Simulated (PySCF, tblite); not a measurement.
Isomers of C7H9NS, one GFN2-xTB conformer each. Single-point energies are computed at PBE0/pcSseg-1 (PySCF, gas phase, no added dispersion term), electronic only.

```
         SMILES  GFN2-xTB relative energy (kJ/mol)
    CNc1ccccc1S                                0.0
C=C(C#N)SCC1CC1                              233.9
  NCc1ccc(S)cc1                               36.4
```

Conformers: `[CH3:1][NH:2][c:3]1[cH:4][cH:5][cH:6][cH:7][c:8]1[SH:9]` with C1–N2–C3–C4 17°, C7–C8–S9–H -6°; `[CH2:1]=[C:2]([C:3]#[N:4])[S:5][CH2:6][CH:7]1[CH2:8][CH2:9]1` with C1–C2–S5–C6 178°, C2–S5–C6–C7 -179°, S5–C6–C7–C8 -83°; `[NH2:1][CH2:2][c:3]1[cH:4][cH:5][c:6]([SH:7])[cH:8][cH:9]1` with H–N1–C2–C3 59° and -59°, N1–C2–C3–C4 87°, C5–C6–S7–H 1°.

Problem. What does PBE0/pcSseg-1 give for the same structures?

Solution. 
| SMILES | PBE0/pcSseg-1 E (Eh) | PBE0/pcSseg-1 (kJ/mol) | GFN2-xTB (kJ/mol) | point group |
| --- | --- | --- | --- | --- |
| CNc1ccccc1S | -724.51419 | 0.0 | 0.0 | C1 |
| NCc1ccc(S)cc1 | -724.51299 | 3.1 | 36.4 | – |
| C=C(C#N)SCC1CC1 | -724.43973 | 195.5 | 233.9 | C1 |

Both levels put the same isomer lowest; measured from each level's own lowest isomer, the values differ by up to 38.4 kJ/mol (C=C(C#N)SCC1CC1: 233.9 against 195.5). As drawn, the lowest has an aromatic ring, an N–H bond and an S–H bond, which the highest lacks; the highest has a three-membered ring, a C≡N group and a C=C bond outside aromatic rings, which the lowest lacks. Neighbours under 10 kJ/mol apart (CNc1ccccc1S and NCc1ccc(S)cc1) can change places with a better method, another conformer or zero-point energy.

Problem. Which frontier levels, dipoles and rotational constants go with these structures?

Solution. 
```tsv
SMILES	HOMO (eV, PBE0/pcSseg-1)	LUMO (eV)	dipole (D)	A, B, C (MHz)
CNc1ccccc1S	-5.64	-0.08	1.04	1574, 1515, 777.3
NCc1ccc(S)cc1	-6.23	-0.47	1.03	4372, 681.5, 623.9
C=C(C#N)SCC1CC1	-6.72	-1.51	2.44	2823, 764.1, 629.4
```

Problem. What happens when harmonic zero-point energies from GFN2-xTB frequencies are added?

Solution. 
```csv
SMILES,ZPE (kJ/mol),electronic (kJ/mol),with ZPE (kJ/mol)
CNc1ccccc1S,366.4,0.0,0.0
NCc1ccc(S)cc1,368.5,3.1,5.2
C=C(C#N)SCC1CC1,366.7,195.5,195.8
```

The zero-point energies span 2.1 kJ/mol. The order is unchanged.
